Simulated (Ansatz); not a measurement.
`C[SiH](C)[AlH][NH2]` + `CO[SiH2][SiH2]Cl` → `[NH2][AlH][SiH2][SiH2]Cl` + `CO[SiH](C)C`  (redistribution)

Program: Ansatz. Geometries: PBE0-D4/def2-TZVP. ΔE: electronic, gas phase. CBS: MP2 limit from def2 TZ/QZ plus the TZ coupled-cluster correction, frozen cores. One conformer a species, not always the lowest.

`C[SiH](C)[AlH][NH2]`:

```xyz
15

C    -1.681    0.235   -0.730
Si   -0.149   -0.786   -0.319
C     0.952   -0.916   -1.845
Al    1.047    0.127    1.625
N     0.316    1.500    2.477
H    -2.369    0.274    0.117
H    -1.409    1.262   -0.989
H    -2.218   -0.194   -1.580
H    -0.609   -2.173    0.014
H     1.830   -1.535   -1.648
H     1.301    0.070   -2.164
H     0.404   -1.364   -2.679
H     2.436   -0.385    2.210
H     0.706    1.952    3.288
H    -0.557    1.934    2.224
```

`CO[SiH2][SiH2]Cl`:

Z-matrix (Å, degrees):
```
C
O 1 1.411
H 1 1.091 2 108.3
H 1 1.096 2 111.3 3 -119.3
H 1 1.096 2 111.3 3 119.3
Si 2 1.645 1 122.8 3 -180.0
Si 6 2.339 2 106.7 1 -179.9
H 6 1.492 2 111.1 1 -59.6
H 6 1.492 2 111.1 1 59.8
Cl 7 2.068 6 106.4 2 179.7
H 7 1.484 6 112.7 2 61.7
H 7 1.484 6 112.7 2 -62.2
```

`[NH2][AlH][SiH2][SiH2]Cl`:

Z-matrix (Å, degrees):
```
Si
Al 1 2.452
Si 1 2.335 2 109.8
H 1 1.493 2 112.4 3 118.8
H 1 1.494 2 113.4 3 -119.6
N 2 1.763 1 115.7 3 -23.4
H 2 1.584 1 125.4 3 155.6
Cl 3 2.078 1 108.3 2 52.3
H 3 1.485 1 114.8 2 171.0
H 3 1.486 1 111.7 2 -64.9
H 6 1.007 2 125.4 1 179.9
H 6 1.009 2 123.9 1 -2.0
```

`CO[SiH](C)C`:

```xyz
15

C     0.650   -1.905    1.122
O     0.744   -0.515    0.944
Si    0.226    0.252   -0.422
C     0.726    2.032   -0.240
C    -1.618    0.066   -0.647
H     1.083   -2.454    0.276
H     1.202   -2.177    2.024
H    -0.390   -2.228    1.247
H     0.904   -0.370   -1.602
H     0.239    2.484    0.628
H     0.444    2.607   -1.126
H     1.806    2.120   -0.107
H    -2.163    0.498    0.197
H    -1.945    0.575   -1.558
H    -1.908   -0.984   -0.736
```

```csv
species,CCSD(T)/CBS(def2) energy (Eh)
`C[SiH](C)[AlH][NH2]`,-667.97675
`CO[SiH2][SiH2]Cl`,-1155.44170
`[NH2][AlH][SiH2][SiH2]Cl`,-1338.94837
`CO[SiH](C)C`,-484.48883
```

**Question.** Work out ΔE.

**Answer.** ΔE = (-1338.94837) + (-484.48883) − (-667.97675) − (-1155.44170) = -0.01875 Eh = -0.51 eV.

Largest T1 diagnostic among the species: 0.013.

In def2-TZVPP, CCSD(T) changes the Hartree–Fock value by −0.09 eV (the triples alone add −0.01 eV) and MP2 by −0.10 eV. The D4 term adds −0.06 eV with B3LYP and −0.03 eV with PBE0; it sums over pairs of atoms, weighted by their polarisabilities, and B3LYP, whose exchange is more repulsive, gets the larger term.

B3LYP here is the variant with VWN-RPA as its local correlation; programs differ in this.
